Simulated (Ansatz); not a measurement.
Worked example: a bond strength in C2F4O (trifluoroacetyl fluoride)

C2F4O: 7 atoms, total charge 0, spin state singlet. As SMILES, `O=C(F)C(F)(F)F`. Geometry: optimised at wB97X-V/def2-SVP.

```xyz
7

O     1.0654   -1.3966    0.7008
C     0.0885   -0.7961    0.4340
F    -1.1394   -1.1976    0.7385
C     0.0179    0.5518   -0.3064
F    -0.7007    0.4153   -1.4196
F    -0.5672    1.4609    0.4719
F     1.2355    0.9623   -0.6192
```

Wanted: the dissociation energy of the C2–O1 bond into singlet C2F4 and triplet O (shapes relaxed at wB97X-V/def2-SVP, no zero-point term). 1 Eh = 2625.50 kJ/mol = 27.2114 eV. Totals in Eh; open shells run unrestricted unless said.

```
                               level  program        C2F4O  singlet C2F4   triplet O
                      SVWN5/def2-SVP   Ansatz  -546.685727   -471.891574  -74.429220
                      B3LYP/def2-SVP   Ansatz  -550.380510   -475.081000  -75.000759
MP2/def2-SVP, 7 core orbitals frozen   Ansatz  -549.078183   -473.949581  -74.821402
```

Q: Work out the dissociation energy at each level.

A: 
1. SVWN5/def2-SVP: (-471.891574) + (-74.429220) − (-546.685727) = 0.364933 Eh = 958.1 kJ/mol = 9.93 eV.
2. B3LYP/def2-SVP: (-475.081000) + (-75.000759) − (-550.380510) = 0.298751 Eh = 784.4 kJ/mol = 8.13 eV.
3. MP2/def2-SVP: (-473.949581) + (-74.821402) − (-549.078183) = 0.307200 Eh = 806.6 kJ/mol = 8.36 eV.

The levels span 784 to 958 kJ/mol; no measured value is set beside them. A fragment with an even electron count was run as a singlet and may have a lower triplet. A bond enthalpy at 298 K also holds the loss of zero-point energy and thermal terms.
